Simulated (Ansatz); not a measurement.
SiEt2F2 (C₄H₁₀F₂Si). Total charge 0; singlet. Geometry PBE0-D4/def2-SVP, basis def2-TZVP, Ansatz.

```tsv
run	HOMO (eV)	LUMO (eV)
A	-6.96	-0.02
B	-10.69	2.67
C	-7.24	0.63
D	-9.62	1.42
E	-8.31	0.80
F	-10.54	2.23
```

Q: The runs used BHLYP, PBE, PBE0, r2SCAN, ωB97M-V, ωB97X-V. Estimate which is which.

A: A PBE (0 % exact exchange); B ωB97X-V (range-separated); C r2SCAN (0 % exact exchange); D BHLYP (50 % exact exchange); E PBE0 (25 % exact exchange); F ωB97M-V (range-separated). Exact exchange lowers occupied and raises empty levels; among semilocal functionals meta-GGAs tend to open the gap a little, and such runs are hard to tell apart. The gap grows from 6.94 eV (PBE) to 13.35 eV (ωB97X-V).
